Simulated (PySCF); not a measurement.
# `FC1(F)CC12CCC2`, C$_{6}$H$_{8}$F$_{2}$

Geometry:
```json
{"atom": "F1", "x (Å)": "-1.774", "y (Å)": "-0.482", "z (Å)": "1.910"}
{"atom": "C2", "x (Å)": "-1.451", "y (Å)": "-0.700", "z (Å)": "0.616"}
{"atom": "F3", "x (Å)": "-1.703", "y (Å)": "-1.997", "z (Å)": "0.335"}
{"atom": "C4", "x (Å)": "-1.716", "y (Å)": "0.353", "z (Å)": "-0.406"}
{"atom": "C5", "x (Å)": "-0.301", "y (Å)": "0.000", "z (Å)": "-0.008"}
{"atom": "C6", "x (Å)": "0.774", "y (Å)": "-0.632", "z (Å)": "-0.877"}
{"atom": "C7", "x (Å)": "1.828", "y (Å)": "0.206", "z (Å)": "-0.130"}
{"atom": "C8", "x (Å)": "0.717", "y (Å)": "0.881", "z (Å)": "0.697"}
{"atom": "H9", "x (Å)": "-2.130", "y (Å)": "1.287", "z (Å)": "-0.056"}
{"atom": "H10", "x (Å)": "-2.074", "y (Å)": "0.029", "z (Å)": "-1.371"}
{"atom": "H11", "x (Å)": "0.675", "y (Å)": "-0.396", "z (Å)": "-1.935"}
{"atom": "H12", "x (Å)": "0.868", "y (Å)": "-1.711", "z (Å)": "-0.763"}
{"atom": "H13", "x (Å)": "2.520", "y (Å)": "-0.385", "z (Å)": "0.464"}
{"atom": "H14", "x (Å)": "2.394", "y (Å)": "0.886", "z (Å)": "-0.762"}
{"atom": "H15", "x (Å)": "0.588", "y (Å)": "1.943", "z (Å)": "0.498"}
{"atom": "H16", "x (Å)": "0.778", "y (Å)": "0.727", "z (Å)": "1.773"}
```

Method: PySCF 2.14.0, GIAO PBE/pcSseg-1 magnetisability, rotational g tensor and spin-rotation constants, non-relativistic, gas phase. Geometry: GFN2-xTB.

Q: How diamagnetic is it, and how anisotropic?

A: Isotropic -1194 × 10⁻³⁰ J/T², or -71.9 × 10⁻⁶ cm³/mol; principal values -1328, -1221, -1033 × 10⁻³⁰ J/T², anisotropy 259 × 10⁻³⁰ J/T² (root of half the summed squared differences of the principal values). The susceptibility is in cgs units.

Q: Split it along the inertial axes a, b, c into diamagnetic and paramagnetic parts about the centre of mass, with the quadrupole moment.

A: 
```csv
axis,χ (10⁻⁶ cm³/mol),diamagnetic (10⁻⁶ cm³/mol),paramagnetic (10⁻⁶ cm³/mol),summed x² of all electrons (Å²),quadrupole Θ (D Å)
a,-71.5,-428.0,356.5,154.6,-2.60
b,-79.9,-832.4,752.5,59.3,-0.53
c,-64.2,-907.7,843.5,41.6,+3.13
```
Anisotropies 2χaa − χbb − χcc = +1.2 and 2χbb − χaa − χcc = -24.1 × 10⁻⁶ cm³/mol. Θ is traceless in Buckingham's convention.

Q: And the rotational g tensor?

A: 
```csv
axis,rotational constant (GHz),g,nuclear part,electronic part
a,3.6286,-0.0182,0.5896,-0.6078
b,1.5907,-0.0026,0.5598,-0.5623
c,1.4283,-0.0143,0.5517,-0.5660
```
Asymmetric top; isotopes 12C, 19F, 1H; no vibrational averaging.
